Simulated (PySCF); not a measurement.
H3S2, SMILES S[SH2+], charge +1.

Coordinates come from a B3LYP-D3(BJ)/def2-TZVP optimisation. The isomer is the one that the SMILES or the coordinates give; other isomers of the formula were not compared.

All values below come from PBE/def2-TZVPD (PySCF).

Gas-phase values at a fixed geometry.

Computed frontier levels, gap, dipole moment and polarisability:
```
Item                                                              Result
------------------------------------------------  ----------------------
highest occupied level                                         -12.82 eV
lowest empty level                                              -9.04 eV
orbital gap                                                      3.79 eV
dipole moment about the centre of nuclear charge                  2.08 D
mean static polarisability                          37.8 bohr³ (5.61 Å³)
polarisability, principal values                  31.6, 31.8, 50.1 bohr³
```
